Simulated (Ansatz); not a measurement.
`C[O][InH2]` + HCl → `[Cl][InH2]` + CH₃OH at 700 K and 1 bar (ligand exchange at the In–O bond).

Program: Ansatz. Geometries: PBE0-D4/def2-TZVP. ΔE: electronic, gas phase. CCSD(T)/CBS is the MP2 limit (def2-TZVPP, def2-QZVPP) plus CCSD(T) − MP2 in def2-TZVPP, frozen cores. This one scheme is used for every species. def2 core potentials past Kr. For In outer-core shells are correlated without core-valence functions, which leaves a few kJ/mol of doubt a bond.

| species | CCSD(T)/CBS energy (Eh) | H − E (kJ/mol) | S (J/(mol·K)) |
| --- | --- | --- | --- |
| `C[O][InH2]` | -306.01914 | 198.3 | 404.9 |
| HCl | -460.38127 | 38.4 | 211.8 |
| `[Cl][InH2]` | -650.81839 | 71.8 | 329.5 |
| CH₃OH | -115.61712 | 170.8 | 288.5 |

H − E and S are ideal-gas, rigid-rotor, harmonic terms from PBE0-D4/def2-TZVP. 1 Eh = 2625.50 kJ/mol, R = 8.31446 J/(mol·K).

Q: By hand: ΔE, ΔH, ΔS and ΔG.

A: ΔE = (-650.81839) + (-115.61712) − (-306.01914) − (-460.38127) = -0.03510 Eh = -92.2 kJ/mol. Δ(H − E) = 71.8 + 170.8 − 198.3 − 38.4 = 5.9, so ΔH = -86.3 kJ/mol. ΔS = 329.5 + 288.5 − 404.9 − 211.8 = 1.3 J/(mol·K). ΔG = -86.3 − 700 × (1.3)/1000 = -87.2 kJ/mol.

Q: By hand: the equilibrium constant, and the temperature at which ΔG would vanish if ΔH and ΔS stayed fixed.

A: log₁₀ K = −ΔG/(RT ln 10) = 6.5. ΔH and −TΔS have one sign here, so there is no such temperature. One of them is within its doubt of zero, so this could turn.

The number of gas molecules stays the same, so ΔS is small and ΔH decides. A doubt of 5 kJ/mol in ΔE shifts log₁₀ K by 0.4 here. These are equilibria of isolated gas molecules and say nothing of rates. Largest T1 diagnostic: 0.017 (customary marks: 0.02 for closed shells, 0.045 for open ones).
